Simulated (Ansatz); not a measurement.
Basis sets compared for PPPAs tetrahedron (AsP3). Total charge 0; singlet. Geometry r2SCAN-D4/def2-SVP. Ansatz on 4 threads of Arm Neoverse V1 on a shared host; times are rough, and most runs start from earlier orbitals.

```
atom   x (Å)   y (Å)   z (Å)
  P1   0.784   0.890   0.682
  P2   0.499  -0.122  -1.268
  P3  -1.262   0.522  -0.086
 As4  -0.020  -1.290   0.672
```

Binding counts from free atoms (P quartet, As quartet) in the same basis, without a counterpoise term.

| level | functions | energy (Eh) | HOMO (eV) | LUMO (eV) | binding per atom (eV) | wall time |
| --- | --- | --- | --- | --- | --- | --- |
| PBE-D4/def2-SVP | 86 | -3258.6209 | -6.49 | -1.72 | 3.14 | 0.7 s |
| PBE-D4/def2-TZVP | 159 | -3259.2608 | -6.41 | -1.75 | 3.28 | 1.4 s |
| r2SCAN-D4/def2-TZVP (with forces) | 159 | -3259.9618 | -6.68 | -1.65 | 3.05 | 4.1 s |
| PBE0-D4/def2-SVP | 86 | -3258.7582 | -7.52 | -0.99 | 2.92 | 1.1 s |
| PBE0-D4/def2-TZVP | 159 | -3259.3965 | -7.39 | -0.98 | 3.08 | 2.4 s |

(1) Estimate the rows for PBE-D4/def2-TZVPD, r2SCAN-D4/def2-TZVPD, PBE0-D4/def2-TZVPD.

Results:

(1) 
```csv
level,functions,energy (Eh),HOMO (eV),LUMO (eV),binding per atom (eV),wall time
PBE-D4/def2-TZVPD,183,-3259.2622,-6.44,-1.82,3.28,2 s
r2SCAN-D4/def2-TZVPD,183,-3259.9629,-6.69,-1.68,3.06,4.5 s
PBE0-D4/def2-TZVPD,183,-3259.3976,-7.40,-1.05,3.08,3 s
```
